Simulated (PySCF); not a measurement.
SeO at PBE0

Computed with PBE0; PySCF, scalar-relativistic core potentials, basis sets Se cc-pVTZ-PP with ECP10, O cc-pVTZ.

* state: singlet, one real π or δ orbital doubly filled, a mixture of terms (⟨Lz²⟩ = 2.0), a second solution, started from another occupation
* bond length: 1.634 Å
* harmonic wavenumber: 966 cm⁻¹
* force constant: 7.33 mdyn/Å
* rotational constant Be: 0.4738 cm⁻¹
* anharmonicity ωexe: 3.89 cm⁻¹
* vibration–rotation constant αe: 0.00288 cm⁻¹
* energy of the minimum from ground-state Se + O: -3.27 eV
* HOMO–LUMO gap: 1.57 eV
* bond order (Mayer): 2.02
* dipole moment (positive dipole means Se(−)O(+)): -2.11 D
